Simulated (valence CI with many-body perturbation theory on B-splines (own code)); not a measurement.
## Ca7+: electric-dipole lines

Level of theory: configuration interaction combined with many-body perturbation theory (CI+MBPT): three valence electrons over a frozen Dirac-Fock core [Ne], a basis of 11 s, 11 p, 9 d, 7 f, 5 g, 2 h, 1 i functions for each j, with the one-electron correlation potential Σ1, the two-electron term Σ2, the three-electron term Σ3, Breit, model QED; selected CI, second order for the rest, scaled by the run's own slope (own B-spline code, finite nucleus).

No measured levels were compared; by estimate levels hold to about 100 cm⁻¹ or 0.05 % of their energy and the worst to 300 or 400 cm⁻¹, as in measured light ions of charge 2 to 7.

Lines 51 to 100 of 274 in falling wavelength, among levels below 79.929 eV, chosen from the strongest by gf and those to the six lowest levels. Wavelengths and rates use the calculated energies, so an error of 200 cm⁻¹ moves a line at 56.61 nm by 0.11 % and its rate by three times that or more. Electric multipoles are in the length gauge, E1 and E2 with the static RPA response of the core. Weak lines are less certain than strong ones. Lines between different terms over intervals too small for the method are left out, as are lines whose strength nearly cancels. Where a level lies close to another of its J and parity, the split of strength between their lines is uncertain. The highest levels of a list are the least certain.

Names give the largest LS component (configuration and term), which can be under half, so a name can repeat, a term be missing and a line seem to break the LS rules; names also repeat where a configuration has a term twice. Letters in brackets count levels of one name in rising energy.

```
λ vac (nm)               Upper               Lower   A (s⁻¹)  S (a.u.) with core polarisation  S without
     56.61        3p²3d ⁴D_3/2      3s3p3d ⁴P°_3/2  6.83e+08                         2.45e-01   2.56e-01
     56.53        3p²3d ⁴D_5/2      3s3p3d ⁴P°_3/2  1.68e+09                         8.96e-01   9.38e-01
     56.20        3p²3d ⁴D_5/2      3s3p3d ⁴P°_5/2  4.56e+08                         2.40e-01   2.51e-01
     55.88        3p²3d ⁴D_7/2      3s3p3d ⁴P°_5/2  2.58e+09                         1.78e+00   1.86e+00
     52.69  3s3p3d ²D°_5/2 [a]        3s3p² ²P_3/2  4.06e+08                         1.76e-01   1.84e-01
     52.48        3p²3d ²D_5/2  3s3p3d ²D°_5/2 [a]  1.96e+09                         8.40e-01   8.77e-01
     52.30    3p²3d ²D_3/2 [a]  3s3p3d ²D°_3/2 [a]  2.05e+09                         5.79e-01   6.05e-01
     51.56        3p²3d ⁴F_7/2      3s3p3d ⁴F°_9/2  9.13e+08                         4.94e-01   5.16e-01
     51.45        3p²3d ⁴F_5/2      3s3p3d ⁴F°_7/2  1.37e+09                         5.53e-01   5.78e-01
     51.35        3p²3d ⁴F_3/2      3s3p3d ⁴F°_5/2  1.39e+09                         3.71e-01   3.88e-01
     51.15        3p²3d ⁴F_3/2         3p³ ²P°_3/2  6.44e+08                         1.70e-01   1.78e-01
     51.15        3p²3d ⁴F_9/2      3s3p3d ⁴F°_9/2  5.24e+09                         3.46e+00   3.62e+00
     51.11        3p²3d ⁴F_3/2      3s3p3d ⁴F°_3/2  3.63e+09                         9.57e-01   1.00e+00
     51.11        3p²3d ⁴F_5/2      3s3p3d ⁴F°_5/2  3.53e+09                         1.40e+00   1.46e+00
     51.11        3p²3d ⁴F_7/2      3s3p3d ⁴F°_7/2  3.99e+09                         2.10e+00   2.20e+00
     50.87        3p²3d ⁴F_5/2      3s3p3d ⁴F°_3/2  6.40e+08                         2.50e-01   2.61e-01
     50.78        3p²3d ⁴F_7/2      3s3p3d ⁴F°_5/2  8.45e+08                         4.37e-01   4.57e-01
     50.78    3p²3d ²P_3/2 [b]  3s3p3d ²F°_5/2 [a]  1.07e+09                         2.77e-01   2.88e-01
     50.70        3p²3d ⁴F_9/2      3s3p3d ⁴F°_7/2  5.81e+08                         3.74e-01   3.91e-01
     49.92    3p²3d ²D_3/2 [b]  3s3p3d ²F°_5/2 [a]  4.97e+09                         1.22e+00   1.27e+00
     49.83        3p²3d ²D_5/2      3s3p3d ⁴D°_7/2  4.31e+08                         1.58e-01   1.65e-01
     49.48         3p³ ²D°_3/2        3s3p² ⁴P_5/2  6.28e+06                         1.50e-03   1.57e-03
     49.37         3p³ ²D°_5/2        3s3p² ⁴P_5/2  5.02e+06                         1.79e-03   1.87e-03
     49.09  3s3p3d ²F°_7/2 [b]        3s²3d ²D_5/2  9.69e+09                         4.52e+00   4.71e+00
     48.91         3p³ ²D°_3/2        3s3p² ⁴P_3/2  6.08e+04                         1.41e-05   1.48e-05
     48.88  3s3p3d ²F°_5/2 [b]        3s²3d ²D_5/2  5.72e+08                         1.98e-01   2.06e-01
     48.83  3s3p3d ²F°_5/2 [b]        3s²3d ²D_3/2  9.36e+09                         3.23e+00   3.36e+00
     48.82    3p²3d ²P_3/2 [a]         3p³ ²P°_3/2  6.57e+08                         1.51e-01   1.58e-01
     48.80         3p³ ²D°_5/2        3s3p² ⁴P_3/2  2.48e+05                         8.53e-05   8.80e-05
     48.68      3s3p3d ⁴F°_3/2        3s3p² ²D_5/2  8.22e+08                         1.87e-01   1.95e-01
     48.65         3p³ ²P°_3/2        3s3p² ²D_5/2  3.89e+09                         8.83e-01   9.22e-01
     48.63        3p²3d ⁴P_5/2      3s3p3d ⁴D°_7/2  6.05e+09                         2.06e+00   2.15e+00
     48.62         3p³ ²P°_1/2        3s3p² ²D_3/2  5.48e+09                         6.22e-01   6.49e-01
     48.62      3s3p3d ⁴F°_3/2        3s3p² ²D_3/2  3.94e+07                         8.94e-03   9.35e-03
     48.60        3p²3d ⁴P_5/2      3s3p3d ⁴D°_5/2  5.15e+08                         1.75e-01   1.83e-01
     48.59         3p³ ²P°_3/2        3s3p² ²D_3/2  5.06e+08                         1.15e-01   1.20e-01
     48.53         3p³ ²D°_3/2        3s3p² ⁴P_1/2  2.19e+06                         4.94e-04   5.15e-04
     48.43        3p²3d ⁴P_3/2      3s3p3d ⁴D°_5/2  6.15e+09                         1.38e+00   1.44e+00
     48.41      3s3p3d ⁴F°_5/2        3s3p² ²D_3/2  2.77e+03                         9.30e-07   6.77e-07
     48.40        3p²3d ⁴D_7/2      3s3p3d ⁴F°_9/2  4.57e+09                         2.05e+00   2.14e+00
     48.34        3p²3d ⁴P_3/2      3s3p3d ⁴D°_3/2  1.48e+09                         3.29e-01   3.44e-01
     48.32    3p²3d ²P_1/2 [a]      3s3p3d ⁴F°_3/2  2.71e+09                         3.02e-01   3.16e-01
     48.24        3p²3d ⁴D_5/2      3s3p3d ⁴F°_7/2  4.22e+09                         1.40e+00   1.46e+00
     48.22        3p²3d ⁴P_1/2      3s3p3d ⁴D°_3/2  6.21e+09                         6.88e-01   7.18e-01
     48.09        3p²3d ⁴P_1/2      3s3p3d ⁴D°_1/2  4.60e+09                         5.05e-01   5.27e-01
     48.00        3p²3d ⁴D_3/2      3s3p3d ⁴F°_5/2  4.05e+09                         8.85e-01   9.24e-01
     48.00        3p²3d ⁴D_7/2      3s3p3d ⁴F°_7/2  8.79e+08                         3.84e-01   4.01e-01
     47.94        3p²3d ⁴D_5/2      3s3p3d ⁴F°_5/2  1.36e+09                         4.45e-01   4.64e-01
     47.83        3p²3d ⁴P_3/2      3s3p3d ⁴P°_1/2  1.70e+09                         3.67e-01   3.83e-01
     47.79        3p²3d ⁴D_3/2      3s3p3d ⁴F°_3/2  1.31e+09                         2.83e-01   2.95e-01
```
